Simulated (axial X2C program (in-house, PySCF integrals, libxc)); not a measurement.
## Nuclear properties of MnTe⁺

Calculated with an axial X2C code built on PySCF integrals: two-component X2C with atomic mean-field Coulomb and Gaunt terms, Gaussian nuclei, basis Te dyall-cv3z, Mn dyall-cv3z with contracted cores.

R = 2.511 Å (near the PBE0 minimum at charge 1 of the determinant lowest at the starting distance; the state shown can have its own minimum elsewhere).

Input and command:
```json
{"zs": [52, 25], "q": 1, "bas": ["dyall-cv3z", "dyall-cv3z"], "r0": 2.33, "levels": ["PBE0", "HF", "BHandHLYP", "LDA", "r2SCAN"], "nst": 3}
```
```bash
python soeom.py task.json out
```

Keys: zs atomic numbers; q charge; bas basis sets; r0 starting distance in Å; levels methods; nst determinants followed.

Determinant lowest in the PBE0 search, Ω = 1 (⟨Sz⟩ = 2.01, ⟨Lz⟩ = -1.01 at PBE0), spin on the atoms Te -0.53, Mn 2.53:

| level | Eeff magnitude (GV/cm) | Ws magnitude Te (kHz) | Ws magnitude Mn (kHz) | A∥/gI Te (MHz) | qzz Te (a.u.) | A∥/gI Mn (MHz) | qzz Mn (a.u.) |
| --- | --- | --- | --- | --- | --- | --- | --- |
| PBE0 | 0.844 | 0.204 | 0.0498 | -831 | 1.45 | 750 | -0.43 |
| HF | 1.67 | 0.684 | 0.0716 | -655 | 2.21 | 746 | -0.41 |
| BHandHLYP | 0.919 | 0.256 | 0.0423 | -842 | 1.94 | 638 | -0.39 |
| LDA | 1.32 | 0.522 | 0.0443 | -1010 | 0.10 | 782 | -0.58 |
| r2SCAN | 0.928 | 0.257 | 0.0548 | -922 | 1.04 | 939 | -0.45 |

Determinant 0.23 eV from it at PBE0 and this distance, Ω = 4 (⟨Sz⟩ = 3.02, ⟨Lz⟩ = 0.98 at PBE0), spin on the atoms Te 0.46, Mn 2.56:

```csv
level,Eeff magnitude (GV/cm),Ws magnitude Te (kHz),Ws magnitude Mn (kHz),A∥/gI Te (MHz),qzz Te (a.u.),A∥/gI Mn (MHz),qzz Mn (a.u.)
PBE0,0.578,0.125,0.0171,149,1.22,177,-0.46
HF,2.21,0.375,0.0282,214,0.91,168,-0.48
BHandHLYP,0.943,0.176,0.0169,187,1.83,140,-0.40
LDA,0.693,0.0687,0.0138,92.1,0.58,219,-0.59
r2SCAN,0.677,0.141,0.0158,132,0.78,232,-0.50
```

Eeff is the effective electric field on the electron electric dipole moment in this Ω state and Ws the scalar–pseudoscalar constant of the nucleus named (defined with the proton number Z and per Ω); A∥ (defined per Ω) follows by multiplying with gI = μI/(I μN); qzz is the electric field gradient, eQq0 = 234.96 MHz × Q/barn × qzz. The operators were transformed with the bare-nucleus X2C matrices; with these basis sets, hyperfine constants and field gradients can be off by tens of per cent, and where levels differ in sign neither size nor sign is settled.

Question: With gI(125Te) = -1.7770, gI(55Mn) = 1.3813, Q(55Mn) = 0.33 barn (g factors from the IAEA table of nuclear moments by Stone; Q from Pyykkö, Mol. Phys. 2018), turn the PBE0 values of the first state into constants in MHz.

Answer: A∥(125Te) = -831 × -1.7770 = 1480 MHz; A∥(55Mn) = 750 × 1.3813 = 1040 MHz; eQq0(55Mn) = 234.96 × (0.33) × (-0.43) = -33.3 MHz.

Each state is one determinant with collinear spin, which with several unpaired electrons need not be a pure state. Unrestricted Hartree–Fock can overshoot spin polarisation at the nuclei. In the state Ω = 4 the sign of Eeff differs between levels (LDA against PBE0). With several open shells hyperfine constants can be off by a factor of several. Where Eeff spreads by more than a factor of two the levels disagree and none is to be relied on. In the state Ω = 1 the atomic spins oppose each other (-0.53, 2.53): a broken-symmetry determinant whose values are not spin-projected. Open-shell Ω = 0 determinants with evenly filled partner blocks cannot be reached by this program, so the Ω shown need not be the lowest component. States lie within half an eV, so the first need not be the ground state. The sign of Ws at Te differs between levels in the second state. Further determinants of the search, some of them spin-mixed, are not shown. Where a field gradient or hyperfine factor spreads by more than a factor of two over the levels, a constant derived from it is not to be relied on. PBE0 term energies can be off by some tenths of an eV.
